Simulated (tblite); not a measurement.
Compound: C₇H₅BrO₂.
SMILES with atom numbers: `[CH2:1]=[CH:2][c:3]1[cH:4][cH:5][o:6][c:7]1[C:8](=[O:9])[Br:10]` (hydrogens: H11, H12 on C1; H13 on C2; H14 on C4; H15 on C5)

Structure used (GFN2-xTB), in Å, numbered top down from 1:
```xyz
15
C7H5BrO2 angstrom
C      2.421   -0.871    0.442
C      1.512    0.072    0.214
C      0.103   -0.183    0.033
C     -0.595   -1.417    0.054
C     -1.908   -1.120   -0.168
O     -2.091    0.186   -0.328
C     -0.882    0.780   -0.210
C     -0.753    2.196   -0.335
O      0.219    2.879   -0.262
Br    -2.502    3.051   -0.677
H      2.165   -1.915    0.509
H      3.460   -0.623    0.571
H      1.802    1.111    0.153
H     -0.180   -2.390    0.214
H     -2.775   -1.749   -0.232
```

Computed values, GFN2-xTB/tblite, gas phase, harmonic and unscaled. This tight-binding method is rough: wavenumbers can miss measured ones by several per cent, in bad cases by 10 to 20. One conformer, not necessarily the lowest.

Harmonic wavenumbers (cm⁻¹): 41.9, 77.4, 112.1, 152.2, 171.4, 247.9, 277.1, 333.1, 456.8, 527.2, 535.8, 572.2, 634.7, 663.9, 720.2, 776.6, 809.0, 831.5, 881.9, 901.7, 1011.4, 1023.8, 1054.9, 1090.7, 1161.3, 1249.8, 1274.4, 1297.9, 1394.4, 1395.8, 1472.3, 1524.3, 1657.7, 1799.9, 3087.5, 3112.6, 3142.3, 3163.5, 3196.9.

A = 2024, B = 568.0, C = 443.5 MHz; mass 199.947 u (most abundant isotopes); point group Cs, symmetry number 1.

Zero-point energy?

Half the sum of the wavenumbers: 21918 cm⁻¹ = 262.20 kJ/mol.

Give the ideal-gas entropy at 500 K and 1 bar in the rigid-rotor, harmonic-oscillator model (classical rotation).

Translation 185.68, rotation 135.41, vibration 188.06: S = 509.1 J/(mol K).

And Cp and H(500 K) − H(0)?

Cp = 211.72 J/(mol K), of which vibrations give 178.46 (their classical limit is 39 R = 324.3); H(500 K) − H(0) = 64.25 kJ/mol without the zero-point energy, 47.62 from vibrations.

How do the functions run with temperature in this model?

```tsv
T (K)	S (J/(mol K))	Cp (J/(mol K))	H − H(0) (kJ/mol)	G − H(0) (kJ/mol)	ln q(vib)
100	301.6	75.0	5.34	-24.83	1.68
200	364.7	111.6	14.65	-58.30	4.11
300	417.2	149.5	27.71	-97.44	6.49
800	621.8	265.8	136.77	-360.65	17.72
1000	683.5	287.3	192.22	-491.33	21.70
```

q(vib) and H(0) count from the zero-point level.

Blend soft modes into free rotors: weight 1/[1 + (100 cm⁻¹/ν̃)⁴] for the oscillator and the rest for a rotor with moment μB/(μ + B), μ = h/(8π²ν), B = 10⁻⁴⁴ kg m². What vibrational entropy results?

173.61 J/(mol K) in place of 188.06, which changes −T·S at 500 K by +7.23 kJ/mol.

Hindered rotation and anharmonicity are outside this model. Other conformers, if any are populated, would add a mixing term that is left out.
